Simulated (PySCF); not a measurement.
CuCl, SMILES [Cl][Cu], multiplicity 1.

Geometry optimised at PBE0-D3(BJ)/def2-TZVPD. The multiplicity is an assumed one; other spin states were not compared.

Two levels are set side by side: TDA-PBE/def2-TZVPD (PySCF) and TDA-LC-ωPBE/def2-TZVPD (PySCF). Vertical, same geometry. The lowest singlet is HOMO→LUMO 100 % with PBE and HOMO→LUMO 60 %, HOMO−5→LUMO 32 % with the other functional; states are paired by order. Differences are taken from unrounded values.

| quantity | TDA-LC-ωPBE | TDA-PBE | TDA-PBE minus TDA-LC-ωPBE |
|---|---|---|---|
| lowest singlet excitation (eV) | 2.84 | 2.23 | -0.61 |
| lowest triplet excitation (TDA) (eV) | 2.23 | 1.83 | -0.40 |

A lower first singlet is the usual sign of a functional without exact exchange. Differences between two approximate levels are no errors against the true value.

Rough cost on one machine, each run with all the roots and properties that it gave: TDA-LC-ωPBE against TDA-PBE within a factor of 2.
